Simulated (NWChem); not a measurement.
## Correlation energy of C$_{2}$HCl$_{2}$

```xyz
5

Cl    -2.1708    -0.0609     0.0000
C     -0.5402     0.2739     0.0000
C      0.5526    -0.4664     0.0000
Cl     2.1351     0.2207     0.0000
H      0.5320    -1.5626     0.0000
```
Charge 0, spin multiplicity 2.

The numbers come from NWChem runs, not from measurements. All single points use one geometry, from UPBE0/def2-SVP, a minimum by its harmonic frequencies.

Basis set: STO-3G. Each correlation energy counts from its own Hartree-Fock reference.

The correlated methods keep 12 core orbitals frozen. The structure started from a generated list of species. The unpaired electrons of the parent sit in orbitals of symmetry a' (Cs labels of the run); other states weren't searched. No SCF solution was tested for a lower state. Open-shell Hartree-Fock references start from PBE0 orbitals. Coupled-cluster values serve here as a point of comparison, not as the truth.

```csv
method,correlation energy (mHa),remark
UMP2,-94.2,spin-contaminated
CCSD on UHF,-141.1,spin-contaminated
CCSD(T) on ROHF,[?],-
SCS-UMP2,[?],spin-contaminated
CCSD[T] on ROHF,-161.2,-
CCSD(T) on UHF,[?],spin-contaminated
CCSDT on ROHF,-161.2,-
CCSD on ROHF,-158.3,-
CCSD[T] on UHF,-144.0,spin-contaminated
```

### Question
Complete the blanks.

### Answer

- CCSD(T) on ROHF, correlation energy (mHa): -160.8
- SCS-UMP2, correlation energy (mHa): -98.2
- CCSD(T) on UHF, correlation energy (mHa): -143.5
